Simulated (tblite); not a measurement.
Species: C5H9F3GeO.
SMILES with atom numbers: `[F:1][CH:2]([F:3])[O:4][C@:5]1([F:6])[CH2:7][CH2:8][GeH2:9][CH2:10]1` (hydrogens: H11 on C2; H12, H13 on C7; H14, H15 on C8; H16, H17 on Ge9; H18, H19 on C10)

Computed with GFN2-xTB (tblite), gas phase: L-BFGS steps from a force-field or distance-geometry start until the largest atomic force falls under 0.01 eV/Å.

Step 2: E = -965.7542 eV
```
atom  x, y, z in Å  |  force x, y, z in eV/Å
F1      3.1058    0.4528    1.4807    0.258   0.055  -0.031
C2      2.7401    0.4404    0.1800   -0.335   0.372   0.047
F3      3.8383    0.1536   -0.5302   -0.110  -0.203   0.039
O4      1.7822   -0.4895   -0.0304   -0.356  -0.282   0.223
C5      0.4422   -0.0781    0.2490   -0.036  -0.044  -0.182
F6      0.4410    0.6602    1.4258   -0.049  -0.109  -0.414
C7     -0.4551   -1.3139    0.4760   -0.103   0.255  -0.163
C8     -1.9230   -0.8744    0.5198    0.110   0.111  -0.074
Ge9    -2.0686    0.6096   -0.7571   -0.034  -0.007   0.088
C10    -0.1094    0.7895   -0.8838   -0.331  -0.072   0.057
H11     2.4186    1.4661   -0.0996    0.097  -0.026   0.147
H12    -0.3053   -1.9953   -0.3592    0.177   0.009  -0.004
H13    -0.1912   -1.8144    1.4050    0.238   0.021  -0.034
H14    -2.1829   -0.5047    1.5085   -0.045  -0.208   0.116
H15    -2.5838   -1.6837    0.2327   -0.023  -0.249   0.307
H16    -2.6497    0.1532   -2.0775   -0.057   0.313   0.152
H17    -2.6954    1.8242   -0.1225   -0.092  -0.061  -0.307
H18     0.2142    0.3837   -1.8393    0.303   0.096   0.065
H19     0.1723    1.8299   -0.7855    0.389   0.030  -0.032
```

Step 3: E = -965.7869 eV
```
atom  x, y, z in Å  |  force x, y, z in eV/Å
F1      3.1107    0.4540    1.4724    0.257   0.088   0.236
C2      2.7329    0.4448    0.1813   -0.217   0.092   0.061
F3      3.8297    0.1502   -0.5246   -0.011  -0.214  -0.119
O4      1.7786   -0.4898   -0.0208   -0.344  -0.320   0.067
C5      0.4394   -0.0799    0.2407   -0.063  -0.039  -0.047
F6      0.4407    0.6564    1.4138   -0.092   0.022  -0.212
C7     -0.4577   -1.3120    0.4738   -0.005   0.214  -0.135
C8     -1.9223   -0.8749    0.5201    0.015   0.117  -0.084
Ge9    -2.0752    0.6134   -0.7564    0.156  -0.165   0.112
C10    -0.1131    0.7903   -0.8842   -0.299  -0.032   0.011
H11     2.4221    1.4634   -0.0950   -0.036   0.217   0.051
H12    -0.3004   -1.9926   -0.3570    0.138  -0.062  -0.089
H13    -0.1855   -1.8124    1.4012    0.212   0.042  -0.026
H14    -2.1838   -0.5109    1.5099   -0.027  -0.163   0.135
H15    -2.5825   -1.6881    0.2420   -0.024  -0.234   0.255
H16    -2.6504    0.1619   -2.0722   -0.094   0.274   0.067
H17    -2.6966    1.8204   -0.1318   -0.157   0.076  -0.220
H18     0.2217    0.3875   -1.8339    0.258   0.052  -0.056
H19     0.1819    1.8276   -0.7869    0.334   0.037  -0.005
```

Step 4: E = -965.8230 eV
```
atom  x, y, z in Å  |  force x, y, z in eV/Å
F1      3.1217    0.4576    1.4670    0.156   0.096   0.348
C2      2.7211    0.4483    0.1843    0.000  -0.211   0.081
F3      3.8178    0.1419   -0.5202   -0.029  -0.187  -0.228
O4      1.7690   -0.4950   -0.0077   -0.130  -0.183  -0.074
C5      0.4339   -0.0831    0.2295   -0.116   0.023   0.083
F6      0.4384    0.6531    1.3958   -0.146   0.200   0.085
C7     -0.4602   -1.3071    0.4692    0.067   0.009  -0.077
C8     -1.9226   -0.8740    0.5193   -0.101  -0.010   0.007
Ge9    -2.0803    0.6145   -0.7534    0.247  -0.229   0.098
C10    -0.1221    0.7918   -0.8855   -0.032   0.043  -0.113
H11     2.4249    1.4660   -0.0886   -0.154   0.302  -0.017
H12    -0.2917   -1.9904   -0.3562    0.068  -0.093  -0.143
H13    -0.1745   -1.8085    1.3951    0.148   0.092  -0.056
H14    -2.1853   -0.5219    1.5142    0.012  -0.096   0.109
H15    -2.5807   -1.6977    0.2587    0.006  -0.159   0.174
H16    -2.6534    0.1782   -2.0645   -0.132   0.206  -0.044
H17    -2.7016    1.8177   -0.1476   -0.205   0.200  -0.119
H18     0.2358    0.3932   -1.8284    0.141   0.022  -0.139
H19     0.2002    1.8246   -0.7887    0.200  -0.023   0.027
```

Step 5: E = -965.8447 eV
```
atom  x, y, z in Å  |  force x, y, z in eV/Å
F1      3.1313    0.4615    1.4683    0.040   0.067   0.244
C2      2.7134    0.4472    0.1877    0.118  -0.219   0.077
F3      3.8086    0.1332   -0.5208   -0.092  -0.146  -0.221
O4      1.7612   -0.5008    0.0001    0.032  -0.004  -0.086
C5      0.4280   -0.0845    0.2232   -0.091   0.084   0.125
F6      0.4343    0.6544    1.3854   -0.177   0.262   0.211
C7     -0.4609   -1.3043    0.4649    0.051  -0.118  -0.032
C8     -1.9245   -0.8743    0.5195   -0.099  -0.144   0.099
Ge9    -2.0801    0.6119   -0.7499    0.176  -0.137   0.062
C10    -0.1277    0.7936   -0.8887    0.203   0.056  -0.149
H11     2.4243    1.4720   -0.0844   -0.156   0.129   0.003
H12    -0.2848   -1.9902   -0.3579    0.017  -0.080  -0.144
H13    -0.1647   -1.8042    1.3898    0.100   0.104  -0.066
H14    -2.1860   -0.5309    1.5188    0.041  -0.048   0.079
H15    -2.5792   -1.7067    0.2730    0.016  -0.106   0.109
H16    -2.6577    0.1926   -2.0601   -0.139   0.154  -0.095
H17    -2.7084    1.8192   -0.1603   -0.185   0.196  -0.082
H18     0.2475    0.3976   -1.8267    0.053   0.006  -0.170
H19     0.2156    1.8219   -0.7895    0.092  -0.055   0.038
```

Question: Estimate the geometry and energy of step 6. (The exact step hangs on the optimiser's Hessian estimate; all steps are aligned on step 5, rigid shifts and turns removed.)

Answer: E = -965.8648 eV, largest force 0.375 eV/Å
```
atom  x, y, z in Å  |  force x, y, z in eV/Å
F1      3.1410    0.4662    1.4733   -0.068   0.012   0.052
C2      2.7080    0.4440    0.1923    0.168  -0.114   0.050
F3      3.7977    0.1220   -0.5252   -0.140  -0.088  -0.154
O4      1.7544   -0.5062    0.0064    0.123   0.183  -0.012
C5      0.4212   -0.0839    0.2195   -0.003   0.117   0.125
F6      0.4267    0.6605    1.3791   -0.196   0.235   0.217
C7     -0.4613   -1.3038    0.4599    0.024  -0.157   0.001
C8     -1.9275   -0.8777    0.5217   -0.028  -0.230   0.155
Ge9    -2.0772    0.6076   -0.7454    0.043   0.017   0.008
C10    -0.1287    0.7960   -0.8943    0.342   0.019  -0.109
H11     2.4213    1.4782   -0.0797   -0.107  -0.123   0.050
H12    -0.2779   -1.9915   -0.3621   -0.031  -0.037  -0.112
H13    -0.1533   -1.7981    1.3837    0.063   0.075  -0.048
H14    -2.1859   -0.5405    1.5247    0.066  -0.007   0.055
H15    -2.5777   -1.7175    0.2887    0.001  -0.076   0.039
H16    -2.6645    0.2095   -2.0577   -0.122   0.107  -0.105
H17    -2.7182    1.8239   -0.1744   -0.122   0.121  -0.068
H18     0.2597    0.4020   -1.8284   -0.015  -0.012  -0.182
H19     0.2322    1.8184   -0.7895    0.003  -0.042   0.037
```

The energy changes by -0.0202 eV. The first-order estimate −F·Δx gives -0.0283 eV and the mean of the old and new forces, exact on a quadratic surface, -0.0202 eV. The step makes an angle of 56° with the force vector and moves no atom by more than 0.019 Å.

The cost below is that of the whole relaxation. Hardware: AMD EPYC 9R45, one thread, shared host with 96 logical CPUs at a one-minute load of 34. Cost: 0.63 s.
